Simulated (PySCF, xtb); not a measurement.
C2H6BClFN, SMILES FB(Cl)N(C)C. One conformer was computed; it need not be the lowest.

Harmonic wavenumbers (cm⁻¹) from GFN2-xTB (xtb 6.7.1) at its own minimum, in rising order: 110, 162, 170, 195, 288, 303, 371, 414, 468, 587, 914, 1053, 1076, 1090, 1137, 1185, 1213, 1407, 1413, 1462, 1465, 1475, 1476, 1523, 2956, 2958, 2973, 2978, 3052, 3057.

### Question
What does B3LYP-D3(BJ)/def2-SVP run with PySCF give at its own minimum? (An estimate is asked for; the answer gives what the named calculation found.)

### Answer
107, 157, 184, 227, 279, 336, 406, 433, 585, 619, 949, 1084, 1116, 1136, 1177, 1239, 1289, 1434, 1450, 1464, 1472, 1475, 1475, 1581, 3000, 3006, 3057, 3062, 3162, 3167. Paired by order, the mean absolute difference is 41 cm⁻¹ and the zero-point energies are 55.7 and 57.4 kcal/mol.
